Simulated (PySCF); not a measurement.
GaH₅OP₂, SMILES [PH2][Ga]([PH2])[OH]. Coordinates come from a PBE-D3(BJ)/def2-SVP optimisation. The structure was generated by enumeration; whether it is a known compound was not checked. One conformer was computed; it need not be the lowest.

Computed equilibrium geometry at PBE-D3(BJ)/def2-SVP (PySCF confirms it by a frequency run) as bond lengths and angles (one conformer of several):
Atoms: Ga1 O2 H3 P4 H5 H6 P7 H8 H9. Bonded distances (Å): Ga1–O2 1.813, Ga1–P4 2.349, Ga1–P7 2.334, O2–H3 0.975, P4–H5 1.443, P4–H6 1.441, P7–H8 1.442, P7–H9 1.441. Bond angles (°): O2–Ga1–P4 120.3, O2–Ga1–P7 111.8, P4–Ga1–P7 127.3, Ga1–O2–H3 113.5, Ga1–P4–H5 92.4, Ga1–P4–H6 91.6, H5–P4–H6 93.0, Ga1–P7–H8 92.5, Ga1–P7–H9 91.2, H8–P7–H9 93.3.
